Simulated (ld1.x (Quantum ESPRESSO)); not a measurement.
Results of a calculation; reference values are marked as such.
# Potentials for palladium compared

Generated with ld1.x 7.5 (TM, RRKJ, ultrasoft, PAW), atompaw 4.2 or ONCVPSP 4.0.1. The cutoff is in Ry: for ld1.x and atompaw files where the sum of valence levels is converged to 10 mRy in a Bessel basis, for ONCV files where the hardest occupied wave has 1 mHa per electron of residual kinetic energy. The error is the largest all-electron minus pseudo excitation energy over each file’s own four to seven test configurations (ionisations up to +4, promotions, holes and added fractions of an electron), all of which were solved. The labels leave out finer settings (local radius, basis sizes, second energies), which also bear on the numbers. Spin-polarised tests are not counted. The rows are a selection from randomly drawn settings: files with unsolved tests, undetermined cutoffs or missed reference levels are left out.

A true bound ghost makes a file unfit for plane-wave use even where its test errors are small: the radial tests pick states by their node count and pass the ghost by.

| potential | cutoff (Ry) | largest error (meV) | bound ghosts |
| --- | --- | --- | --- |
| PAW, PBEsol, scalar-relativistic, rc 2.50/2.60/1.90 (spd), local smoothed, core correction yes, reference 4d9.5 5s0 5p0 | 30 | -1343 | s, p |
| TM, PBE, scalar-relativistic, rc 2.00/3.30/1.25 (spd), local s, core correction yes, reference 4d9.75 5s0 5p0 | 70 | -2699 | none |
| PAW, PBE, non-relativistic, rc 2.40/2.40/2.00 (spd), local smoothed, core correction yes, reference 4d7 5s0 5p0 | 30 | -589 | none |
| TM semilocal, LDA (PZ), scalar-relativistic, rc 2.30/1.80/1.95 (spd), local p, core correction no, reference 4p6 4d9 5s1 5p0 | 55 | -79 | none |

Question: Fill in the row for Pd: TM semilocal, BP86, scalar-relativistic, rc 1.30/0.95/1.15 (spd), local d, core correction no, reference 4s2 4p6 4d9.5 5s0 5p0.

Answer: cutoff 140 Ry, largest error +515 meV, bound ghosts: none.

Question: Fill in the row for Pd: TM, PBE, scalar-relativistic, rc 1.10/1.40/1.25 (spd), local d, core correction no, reference 4s2 4p6 4d7 5s0 5p0.

Answer: cutoff 120 Ry, largest error -55 meV, bound ghosts: none.

Question: Fill in the row for Pd: RRKJ, revPBE, scalar-relativistic, rc 1.10/1.65/2.00 (spd), local s, core correction no, reference 4s2 4p6 4d9.5 5s0 5p0.

Answer: cutoff 120 Ry, largest error +232 meV, bound ghosts: none.
